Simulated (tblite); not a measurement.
C₃H₁₀NOSi (doublet state).
Atom-mapped SMILES: `[CH3:1][CH2:2][Si@@H:3]([OH:4])[N:5][CH3:6]` (hydrogens: H7, H8, H9 on C1; H10, H11 on C2; H12 on Si3; H13 on O4; H14, H15, H16 on C6)

Computed with GFN2-xTB (tblite), gas phase: L-BFGS steps from a force-field or distance-geometry start until the largest atomic force falls under 0.01 eV/Å.

Step 19: E = -550.3980 eV
```
atom  x, y, z in Å  |  force x, y, z in eV/Å
C1     -1.8900   -0.5933   -0.4639    0.011   0.018  -0.003
C2     -1.1146    0.7021   -0.4243    0.060   0.038   0.019
Si3     0.3128    0.7270    0.9034    0.070   0.086   0.012
O4     -0.3296    0.4139    2.3648    0.004  -0.024  -0.023
N5      1.3571   -0.4926    0.4234   -0.029   0.032  -0.006
C6      2.2334   -0.5379   -0.6738   -0.006  -0.008  -0.016
H7     -1.2415   -1.4298   -0.7098    0.012  -0.010  -0.001
H8     -2.6739   -0.5307   -1.2190   -0.045  -0.037  -0.014
H9     -2.3567   -0.7888    0.4975    0.000  -0.001   0.025
H10    -0.6472    0.9031   -1.3859   -0.031   0.003  -0.036
H11    -1.7743    1.5329   -0.1859   -0.019  -0.007   0.007
H12     0.7182    2.1382    0.9653   -0.022  -0.045   0.008
H13     0.0074   -0.3176    2.8729   -0.011  -0.027  -0.025
H14     2.8868   -1.4102   -0.5756    0.003   0.007   0.036
H15     1.6659   -0.6759   -1.6050   -0.004   0.010   0.019
H16     2.8387    0.3687   -0.7956    0.005  -0.035  -0.003
```

Step 20: E = -550.3988 eV
```
atom  x, y, z in Å  |  force x, y, z in eV/Å
C1     -1.8892   -0.5934   -0.4627    0.013   0.025  -0.001
C2     -1.1145    0.7030   -0.4244    0.050   0.027   0.015
Si3     0.3163    0.7298    0.9016    0.024   0.053   0.021
O4     -0.3303    0.4139    2.3603    0.000  -0.025  -0.003
N5      1.3549   -0.4925    0.4193   -0.014   0.035   0.002
C6      2.2351   -0.5389   -0.6747   -0.014  -0.014  -0.004
H7     -1.2396   -1.4296   -0.7085   -0.001   0.002   0.001
H8     -2.6739   -0.5307   -1.2179   -0.029  -0.042   0.003
H9     -2.3553   -0.7889    0.4997    0.009   0.003   0.006
H10    -0.6486    0.9037   -1.3868   -0.036   0.007  -0.033
H11    -1.7751    1.5329   -0.1838   -0.005  -0.014   0.002
H12     0.7118    2.1407    0.9734   -0.001  -0.009  -0.006
H13     0.0051   -0.3170    2.8702   -0.011  -0.031  -0.026
H14     2.8860   -1.4123   -0.5742    0.015   0.000   0.039
H15     1.6691   -0.6779   -1.6050   -0.023   0.000  -0.022
H16     2.8407    0.3662   -0.7980    0.022  -0.018   0.006
```

Step 21: E = -550.3993 eV
```
atom  x, y, z in Å  |  force x, y, z in eV/Å
C1     -1.8885   -0.5929   -0.4620    0.011   0.020   0.002
C2     -1.1134    0.7041   -0.4241    0.021   0.011   0.001
Si3     0.3188    0.7322    0.9013   -0.013   0.016   0.019
O4     -0.3310    0.4133    2.3579   -0.003  -0.016   0.003
N5      1.3532   -0.4915    0.4162    0.001   0.028   0.005
C6      2.2360   -0.5399   -0.6757   -0.015  -0.011   0.004
H7     -1.2385   -1.4294   -0.7077   -0.008   0.011   0.002
H8     -2.6744   -0.5316   -1.2172   -0.007  -0.037   0.020
H9     -2.3542   -0.7887    0.5011    0.017   0.009  -0.008
H10    -0.6500    0.9044   -1.3878   -0.034   0.011  -0.025
H11    -1.7755    1.5328   -0.1824    0.006  -0.013   0.001
H12     0.7072    2.1422    0.9783    0.017   0.030  -0.009
H13     0.0031   -0.3170    2.8689   -0.007  -0.040  -0.023
H14     2.8858   -1.4137   -0.5726    0.013  -0.001   0.037
H15     1.6711   -0.6794   -1.6060   -0.027  -0.007  -0.036
H16     2.8426    0.3641   -0.7996    0.028  -0.009   0.008
```

Step 22: E = -550.3997 eV
```
atom  x, y, z in Å  |  force x, y, z in eV/Å
C1     -1.8876   -0.5922   -0.4614    0.008   0.008   0.004
C2     -1.1122    0.7051   -0.4239   -0.010  -0.005  -0.016
Si3     0.3205    0.7345    0.9015   -0.036  -0.011   0.010
O4     -0.3316    0.4125    2.3561   -0.005  -0.013   0.013
N5      1.3520   -0.4901    0.4139    0.013   0.020   0.006
C6      2.2364   -0.5408   -0.6766   -0.012  -0.006   0.005
H7     -1.2378   -1.4290   -0.7070   -0.008   0.016   0.003
H8     -2.6750   -0.5331   -1.2162    0.011  -0.026   0.031
H9     -2.3530   -0.7885    0.5021    0.022   0.013  -0.012
H10    -0.6517    0.9051   -1.3892   -0.027   0.015  -0.017
H11    -1.7757    1.5324   -0.1814    0.012  -0.008   0.002
H12     0.7041    2.1439    0.9818    0.029   0.056  -0.010
H13     0.0015   -0.3179    2.8675   -0.006  -0.042  -0.024
H14     2.8860   -1.4148   -0.5705    0.002   0.001   0.031
H15     1.6721   -0.6806   -1.6075   -0.019  -0.011  -0.031
H16     2.8446    0.3623   -0.8006    0.025  -0.009   0.007
```

Problem. Estimate the geometry and energy of step 23. (The exact step hangs on the optimiser's Hessian estimate; all steps are aligned on step 22, rigid shifts and turns removed.)

Solution. E = -550.4002 eV, largest force 0.077 eV/Å
```
atom  x, y, z in Å  |  force x, y, z in eV/Å
C1     -1.8865   -0.5911   -0.4606    0.002  -0.009   0.006
C2     -1.1108    0.7064   -0.4240   -0.043  -0.019  -0.033
Si3     0.3221    0.7376    0.9014   -0.050  -0.029  -0.001
O4     -0.3322    0.4112    2.3539   -0.009  -0.003   0.019
N5      1.3508   -0.4881    0.4121    0.023   0.015   0.003
C6      2.2364   -0.5420   -0.6772   -0.003   0.003   0.000
H7     -1.2372   -1.4282   -0.7062   -0.001   0.015   0.003
H8     -2.6756   -0.5355   -1.2144    0.025  -0.009   0.035
H9     -2.3512   -0.7879    0.5030    0.025   0.018  -0.007
H10    -0.6548    0.9062   -1.3915   -0.015   0.019  -0.008
H11    -1.7760    1.5317   -0.1801    0.015   0.005   0.003
H12     0.7017    2.1469    0.9858    0.035   0.068  -0.011
H13    -0.0002   -0.3204    2.8640   -0.003  -0.049  -0.021
H14     2.8862   -1.4158   -0.5673   -0.015   0.003   0.020
H15     1.6724   -0.6820   -1.6090    0.000  -0.015  -0.012
H16     2.8471    0.3598   -0.8014    0.015  -0.012   0.004
```

The energy changes by -0.0005 eV. The first-order estimate −F·Δx gives -0.0007 eV and the mean of the old and new forces, exact on a quadratic surface, -0.0005 eV. The step makes an angle of 64° with the force vector and moves no atom by more than 0.006 Å.

The cost below is that of the whole relaxation. Hardware: one thread, AMD EPYC (x86_64), shared host with 64 logical CPUs at a one-minute load of 4.8. Cost: 0.81 s wall.
